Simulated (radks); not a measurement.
Task: These are the eigenvalues of the occupied orbitals of an atom or ion with whole-number occupations (Ry). All-electron calculation, non-relativistic Kohn-Sham, r2SCAN, spin-polarised, spherical densities, point nucleus; meta-GGA in the generalised Kohn-Sham scheme. Program: a radial shooting solver on a logarithmic mesh with Libxc functionals.

| orbital | eigenvalue |
|---|---|
| 1s down | -5860.948 |
| 1s up | -5860.947 |
| 2s up | -1029.231 |
| 2s down | -1029.225 |
| 2p up | -992.5513 |
| 2p down | -992.5471 |
| 3s up | -281.7755 |
| 3s down | -281.5205 |
| 3p up | -264.3570 |
| 3p down | -264.1288 |
| 3d up | -231.9405 |
| 3d down | -231.7821 |
| 4s up | -97.49719 |
| 4s down | -97.23900 |
| 4p up | -89.72929 |
| 4p down | -89.46664 |
| 4d up | -75.44347 |
| 4d down | -75.16807 |
| 4f up | -56.20794 |
| 4f down | -55.89745 |

Which element is it, and in what charge state? The configuration may be excited. Open shells, if any, are filled with parallel spins first.

Result: Z = 82, lead, charge +24: Pb24+ in [Kr] 4d10 4f12. The list shows which subshells hold electrons but not how many an open one holds; the 1s level, -2930.5 hartree, gives Z - s = 76.6 by -(Z - s)^2/2, which with screening narrows Z to a few neighbours, and the depths of the outer levels then fix element, charge and occupations together.
